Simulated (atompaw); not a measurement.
## How hard is this potassium (K) PAW (atompaw) potential?

atompaw 4.2.0.5 input, output lines left out:

```
K 19
GGA-PBESOL scalarrelativistic loggrid 1500 logderivrange -5 5 251
4 4 0 0 0 0
4 0 1
4 1 0
0 0 0
c
c
v
v
c
v
v
2
2.45 1.90 2.20 1.55
n
n
y
-0.1
n
custom polynom2 7 10 vanderbiltortho besselshape
bessel
1.75
2.45
1.75
2.45
2.45
```

The pseudo-atom Hamiltonian at the reference potential is diagonalised in spherical Bessel functions j_l(qr) that vanish at 20 bohr, with q² up to the cutoff. All-electron valence levels (Ry): 3s -2.5921, 4s -0.1691, 3p -1.3816, 4p -0.0584.

Q: How do the lowest levels (Ry) of each channel move with the cutoff, and are there ghosts?

A:

```tsv
cutoff (Ry)	s #1	s #2	p #1	p #2	p #3	d #1	d #2	f #1	Σ f·Δε (mRy)
8	-2.5442	-0.1678	-0.8349	-0.0561	0.0529	0.0151	0.0868	0.0860	3377.0
10	-2.5773	-0.1686	-1.2062	-0.0572	0.0520	0.0151	0.0868	0.0860	1082.6
12	-2.5878	-0.1689	-1.3238	-0.0577	0.0515	0.0150	0.0864	0.0860	355.1
15	-2.5910	-0.1689	-1.3716	-0.0580	0.0513	0.0147	0.0858	0.0860	62.0
21	-2.5920	-0.1691	-1.3811	-0.0580	0.0513	0.0143	0.0849	0.0860	2.9
25	-2.5921	-0.1691	-1.3815	-0.0581	0.0512	0.0143	0.0849	0.0860	0.4
30	-2.5921	-0.1691	-1.3815	-0.0581	0.0512	0.0143	0.0848	0.0860	0.3
35	-2.5921	-0.1691	-1.3815	-0.0581	0.0512	0.0143	0.0847	0.0860	0.3
400	-2.5921	-0.1691	-1.3816	-0.0581	0.0512	0.0142	0.0847	0.0860	0.0
```

Result: no extra level below or beside the all-electron valence levels (s, p, d, f tested); 10 mRy is reached at 21 Ry and 1 mRy at 25 Ry.
